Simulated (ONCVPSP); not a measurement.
## indium ONCV: all-electron and pseudo phase curves

```
Element                 : indium
Generator               : ONCVPSP 4.0.1
Type                    : optimised norm-conserving Vanderbilt (ONCV)
Functional              : PBE
Relativity              : fully relativistic
Frozen core             : [Kr]
Valence charge          : 13
Reference configuration : 4d10 5s2 (charge +1)
Partial waves           : 5s: rc 1.90 bohr, ncon 4, nbas 7, qcut 3.3 1/bohr, 1 projector; p scattering state at 0.23 Ha: rc 2.00 bohr, ncon 5, nbas 9, qcut 4.1 1/bohr, 2 projectors, debl 3.7 Ha; 4d: rc 1.15 bohr, ncon 3, nbas 7, qcut 7.1 1/bohr, 2 projectors, debl 2.2 Ha
Local potential         : polynomial inside 0.90 bohr (lpopt 5, dvloc0 0 Ha)
Core correction         : none
```

Open shells are filled in proportion to 2j + 1.

In the p channel the program set the typed energies aside and used 0.050, 3.750 Ha (j = l + 1/2; the other j can differ).

The phase is arctan(r·R′/R) of the radial function R(r), unwrapped; energies in Ha, scanned from -2 to 5 Ha. A pole is an energy at which the radial function vanishes at the test radius. The pseudo phase is shifted by a multiple of π to meet the all-electron one at the reference energy, and phase errors are pseudo minus all-electron; the curves can meet again beyond the range given. Levels narrower than the energy grid can be missing from the lists of poles.

```csv
channel,radius (bohr),reference energy (Ha),"poles, all-electron","poles, pseudo",unbroken range about the reference energy with phases within 0.05 rad,phase error 1 Ha above the reference energy (rad)
s,1.93,-0.55,2.29,"0.16, 2.85",below -0.1,-2.967
p3/2,2.04,0.05,2.72,"-0.94, 2.71",above -0.7,-0.001
p1/2,2.04,0.05,2.52,"-0.94, 2.51",-0.8 to 4.9,-0.002
d5/2,1.17,-0.95,2.38,2.38,the whole range,-0.000
d3/2,1.17,-0.98,2.27,2.27,the whole range,-0.000
```

Note: ghosts flagged at negative energy: s at -408.8 eV, p3/2 at -25.8 eV, p1/2 at -25.7 eV (a further GHOST(-) flag falls on a real empty level of the atom); GHOST(+) flagged for d5/2 at 469.9 eV. A true bound ghost makes a file unfit for plane-wave use.

Phases in the d3/2 channel:

| E (Ha) | all-electron | pseudo |
| --- | --- | --- |
| -1.98 | -0.437 | -0.438 |
| -1.62 | -0.716 | -0.716 |
| -1.26 | -0.928 | -0.928 |
| -0.90 | -1.082 | -1.083 |
| -0.54 | -1.196 | -1.196 |
| -0.18 | -1.282 | -1.282 |
| 0.18 | -1.350 | -1.350 |
| 0.54 | -1.403 | -1.404 |
| 0.90 | -1.448 | -1.448 |
| 1.26 | -1.486 | -1.486 |
| 1.62 | -1.519 | -1.519 |
| 1.98 | -1.549 | -1.549 |
| 2.34 | -1.576 | -1.576 |
| 2.70 | -1.601 | -1.601 |
| 3.06 | -1.625 | -1.625 |
| 3.42 | -1.648 | -1.648 |
| 3.78 | -1.672 | -1.672 |
| 4.14 | -1.695 | -1.695 |
| 4.50 | -1.720 | -1.720 |
| 4.86 | -1.746 | -1.746 |
